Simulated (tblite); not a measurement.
A tight-binding relaxation on `[CH2]1[C@H](SC=[CH][GeH2]1)CC#N`.

Computed with GFN2-xTB geometry optimisation, gas phase (tblite 0.8.0). Start geometry: from a force field or distance geometry. The command runs a driver script over a list of jobs; the input below is this job's line of settings and its coordinates in Å.

Command:
```bash
OMP_NUM_THREADS=1 python probes_run.py task.json out
```

Input:
```
{"job": {"kind": "relax", "xc": "GFN2-xTB", "basis": "xTB"}, "charge": 0, "multiplicity": 1}
N     -3.378900     2.096300    -0.110200
C     -2.863600     1.111500     0.147600
C     -2.167100    -0.150800     0.476600
C     -0.680400     0.065700     0.479500
C     -0.200500     0.535200    -0.846400
Ge     1.599200    -0.047200    -1.289700
C      2.516400    -0.373200     0.374800
C      1.838700    -1.041400     1.321700
S      0.158200    -1.527800     0.840500
H     -2.497500    -0.549900     1.472400
H     -2.421700    -0.903400    -0.328900
H     -0.388600     0.744900     1.317900
H     -0.266200     1.643300    -0.853100
H     -0.843400     0.155800    -1.690000
H      1.472800    -1.420300    -1.995500
H      2.339200     0.989000    -2.157700
H      3.531900    -0.033800     0.551500
H      2.242800    -1.287500     2.277200
```

Output:
```
step      E/eV     max force
  0    -691.94470    1.982
  1    -692.09652    2.356
  2    -692.09981    4.562
  3    -692.19400    0.777
  4    -692.22286    0.599
  5    -692.24622    0.293
  6    -692.26181    0.260
  7    -692.26830    0.211
  8    -692.27583    0.179
  9    -692.28046    0.195
... (129 lines left out)
139    -692.42880    0.023
140    -692.42898    0.025
141    -692.42913    0.025
142    -692.42926    0.021
143    -692.42937    0.021
144    -692.42947    0.018
145    -692.42954    0.018
146    -692.42959    0.017
147    -692.42962    0.014
148    -692.42965    0.010
```

«max force» is the largest atomic force in eV/Å.

Task: From which step on does the largest force stay under 0.1 eV/Å, and how much energy is left to gain from there?

Result: From step 132 (0.044 eV/Å), 2.9 meV above the end.

In short: energy lowered by 11.2 kcal/mol over 148 steps; largest atomic force 0.010 eV/Å at the end.

Task: Where do the atoms end?

Result: 0.758 Å rms from the input after alignment:
```
atom  x, y, z in Å
N1    -3.1784    2.2514   -0.3600
C2    -2.7470    1.2929    0.0882
C3    -2.1721    0.0949    0.6431
C4    -0.6549    0.0791    0.4225
C5    -0.2820   -0.0020   -1.0472
Ge6    1.6615    0.3346   -1.2061
C7     2.4284   -0.5917    0.3170
C8     1.7190   -1.2462    1.2339
S9    -0.0158   -1.3511    1.3899
H10   -2.3977    0.0595    1.7133
H11   -2.6293   -0.7762    0.1638
H12   -0.2112    0.9703    0.8819
H13   -0.8649    0.7360   -1.6026
H14   -0.5421   -0.9864   -1.4419
H15    2.2319   -0.1991   -2.4880
H16    1.9566    1.8073   -1.1497
H17    3.5055   -0.6401    0.4096
H18    2.1836   -1.8267    2.0207
```

Hardware: one thread, Arm Neoverse V1 (aarch64), no GPU, shared host with 32 logical CPUs at a one-minute load of 26. Cost: 1.5 s.
Labels such as C1 count atoms from 1, the log's own numbers from 0.
